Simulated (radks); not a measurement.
Valence configurations of Pr I (all share [Xe]). Method: scalar-relativistic Kohn-Sham, PBE, spin-polarised, spherical densities, finite nucleus; open shells are filled with parallel spins first (spin-orbit coupling, left out, can overturn this in heavy ions); Fermi nuclear charge, rms radius 4.8919 fm; computed with a radial shooting solver on a logarithmic mesh with Libxc functionals. Energies are relative to 4f3 6s2; eigenvalues in eV for spin up.

| valence | E (eV) | moment (Bohr magnetons) | e(4f) | e(5d) | e(6p) | e(6s) |
|---|---|---|---|---|---|---|
| 4f3 6s2 | 0.000 | 3 | -1.846 | - | - | -3.520 |
| 4f2.5 5d0.5 6s2 | 0.290 | 3 | -4.184 | -2.724 | - | -3.763 |
| 4f1 5d2 6s2 | 7.386 | 3 | -12.676 | -4.482 | - | -4.306 |
| 4f3 5d1 6s1 | 0.905 | 5 | -0.663 | -1.674 | - | -3.342 |
| 4f1.5 5d2 6s1.5 | 3.708 | 4 | -8.665 | -3.418 | - | -3.979 |
| 4f3 6s1 6p1 | 1.697 | 5 | -2.887 | - | -2.029 | -4.437 |
| 4f3 6p2 | 4.106 | 5 | -3.927 | - | -2.489 | - |
| 4f2 6s2 6p1 | 3.885 | 3 | -9.882 | - | -2.404 | -5.257 |

NIST lists [Xe] 4f3 6s2 as the ground configuration; this level of theory agrees among the configurations tried. The energies are those of spherical high-spin densities, not of single terms. No valid solution was reached for [Xe] 4f3 5d2; [Xe] 4f4 6s1.
